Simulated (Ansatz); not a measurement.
AsP3SOO nortricyclane (AsP₃SO₂), relaxed as a singlet with RKS PBE0-D4/def2-SVP in Ansatz, starting from the GFN2-xTB geometry. Force threshold 0.02 eV/Å.

Start:

```xyz
7

As   -0.924   -1.111    0.857
S    -1.426    1.069    0.914
P     0.130    1.763   -0.357
P     0.356   -0.058   -1.685
O    -0.682   -1.084   -0.934
P     1.707    0.206    0.114
O     0.839   -0.786    1.091
```

| step | energy (eV) | largest force component (eV/Å) | SCF passes |
| --- | --- | --- | --- |
| 1 | -103591.6024 | 0.781 | 17 |
| 2 | -103591.6092 | 0.544 | 21 |
| 3 | -103591.6530 | 0.159 | 21 |
| 4 | -103591.6540 | 0.115 | 22 |
| 5 | -103591.6548 | 0.027 | 16 |
| 6 | -103591.6549 | 0.010 | 15 |

Force components are those of the run's own axes.

End:

```xyz
7

As   -0.9071   -1.0971    0.8425
S    -1.4249    1.0998    0.9083
P     0.1225    1.7687   -0.3521
P     0.3404   -0.0487   -1.6900
O    -0.6926   -1.1223   -0.9496
P     1.7059    0.2186    0.1285
O     0.8558   -0.8191    1.1125
```

By distances, no bond broke or formed. The bond that changes most is P4–P6, from 2.27 to 2.29 Å (atoms count from 1).

No frequencies were taken in this run, so the end may be a saddle point.

It took 29 s on 2 threads of AMD EPYC 7R13 on a shared host.
